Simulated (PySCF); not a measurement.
**Electron correlation in Sb³³⁺ (antimony, charge +33)**

Starting occupation: [Ar]. Computed with PySCF 2.14 in an even-tempered Gaussian basis (18 s from 2 bohr⁻², ratio 2.6; 14 p from 2.6 bohr⁻², ratio 2.6; 6 d from 2.7 bohr⁻², ratio 2.8; 3 f from 47 bohr⁻², ratio 2.8), with X2C-1e with screened-nucleus spin-orbit coupling, Gaussian nucleus. Frozen: [Ne]; 8 electrons correlated; the 62 highest virtual spinors left out.

MP2 pair energies summed by pair of shells (mhartree):

| pair | energy | share (%) |
| --- | --- | --- |
| 3p3/2-3p3/2 | -161.57 | 40.6 |
| 3p1/2-3p3/2 | -148.27 | 37.2 |
| 3p1/2-3p1/2 | -39.33 | 9.9 |
| 3p3/2-3s1/2 | -23.01 | 5.8 |
| 3s1/2-3s1/2 | -14.01 | 3.5 |
| 3p1/2-3s1/2 | -12.05 | 3.0 |

Total MP2 correlation energy: -398.25 mhartree.

The virtual space was cut to 50 spinors, which keep -383.66 of the -398.25 mhartree of MP2 correlation.

| level | correlation energy (mhartree) |
| --- | --- |
| CCSD | -424.00 |
| (T) | -2.59 |
| CCSD(T) | -426.59 |

Diagnostics: T1 = 0.00035, largest double amplitude 0.042.

Cost of the coupled-cluster step: about 18 core-seconds, for 8 occupied and 50 virtual spinors.

Iterations:

```
Init t2, MP2 energy = -0.383658054624507
CCSD nocc = 8, nmo = 58
Init t2, MP2 energy = -0.383658054624507
Init E_corr(GCCSD) = -0.383658054624507
cycle = 1  E_corr(GCCSD) = -0.4176714974308  dE = -0.0340134428  norm(t1,t2) = 0.0158646
cycle = 2  E_corr(GCCSD) = -0.422793994754131  dE = -0.00512249732  norm(t1,t2) = 0.0032634
cycle = 3  E_corr(GCCSD) = -0.424039056464805  dE = -0.00124506171  norm(t1,t2) = 0.000889269
cycle = 4  E_corr(GCCSD) = -0.424002367702137  dE = 3.66887627e-05  norm(t1,t2) = 8.76769e-05
cycle = 5  E_corr(GCCSD) = -0.424002909316367  dE = -5.4161423e-07  norm(t1,t2) = 6.81015e-06
cycle = 6  E_corr(GCCSD) = -0.424002839842919  dE = 6.94734475e-08  norm(t1,t2) = 5.03383e-07
cycle = 7  E_corr(GCCSD) = -0.42400284248973  dE = -2.64681077e-09  norm(t1,t2) = 5.11631e-08
GCCSD converged
E(GCCSD) = -5661.623134729176  E_corr = -0.4240028424897301
```

The coupled-cluster values are those of the cut space; adding the MP2 remainder, -14.59 mhartree, estimates the full space.

At this charge the one-electron X2C treatment keeps the bare 1/r₁₂, with no two-electron picture change or Breit term. The effect here is smaller than on the frozen 1s shell.
